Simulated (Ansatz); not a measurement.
Geometry optimisation, Ansatz, RKS B3LYP-D4/def2-SVP.

The input (input.yaml):

```yaml
crystal:
  periodic: [false, false, false]
  atoms:
    - { symbol: Al, position_ang: [-1.642109, 0.795066, 0.418855] }
    - { symbol: Si, position_ang: [1.465176, -0.879076, -0.358664] }
    - { symbol: "N", position_ang: [-1.793786, 0.813335, -1.251058] }
    - { symbol: H, position_ang: [0.202075, -0.290937, -0.772615] }
    - { symbol: O, position_ang: [-1.032271, 0.576531, 1.979964] }
    - { symbol: H, position_ang: [1.232713, -2.212638, 0.271813] }
    - { symbol: H, position_ang: [2.348994, -1.041359, -1.550681] }
    - { symbol: H, position_ang: [2.149879, 0.005335, 0.634832] }
    - { symbol: H, position_ang: [-2.57948, 1.151395, -1.806104] }
    - { symbol: H, position_ang: [-0.351292, 1.082347, 2.433559] }
basis:
  gaussian: { orbitals: def2-SVP }
hamiltonian:
  xc: b3lyp
  dispersion: d4
relax:
  f_tol: 0.03
  max_steps: 50
```

Command:

```bash
$ ansatz run input.yaml --threads 2 --pin off --max-ram 3072MiB --backend cpu --events-out ev --progress --plain --runs-dir out
```

Question: Where does it end, and by what steps?

Answer: The run converged. The force dipped under the threshold on the way, but the program's further checks kept it going. After 22 steps the energy has fallen by 0.224 eV; N3 moved furthest, 0.95 Å.

```csv
step,energy less start (eV),largest force component (eV/Å),accepted
0,0.0000,0.796,yes
1,-0.0535,0.336,yes
2,-0.0798,0.172,yes
3,-0.1063,0.380,yes
4,-0.1132,0.638,yes
5,-0.1288,0.434,yes
6,-0.1384,0.516,yes
7,-0.1457,0.293,yes
8,-0.1490,0.215,yes
9,-0.0946,1.718,no
10,-0.1623,0.088,yes
11,-0.1705,0.094,yes
12,-0.1395,1.238,no
13,-0.1757,0.075,yes
14,-0.1784,0.446,yes
15,-0.1941,0.273,yes
16,-0.2124,0.259,yes
17,-0.2219,0.039,yes
18,-0.2231,0.068,yes
19,-0.2238,0.013,yes
20,-0.2239,0.028,yes
21,-0.2242,0.041,yes
22,-0.2243,0.021,yes
```

```xyz
10
Properties=species:S:1:pos:R:3
Al -1.249 0.670 0.006
Si 1.576 -0.882 -0.187
N -2.523 1.284 -0.864
H 0.313 -0.300 -0.826
O -0.452 0.394 1.490
H 1.186 -1.966 0.745
H 2.337 -1.431 -1.344
H 2.332 0.217 0.461
H -2.784 1.325 -1.843
H -0.736 0.689 2.361
```

Whether the end is a true minimum wasn't checked by a vibrational analysis.

Time of the run: 58 s on 2 threads of Arm Neoverse V1, with other jobs on the host, peak memory 0.18 GiB.
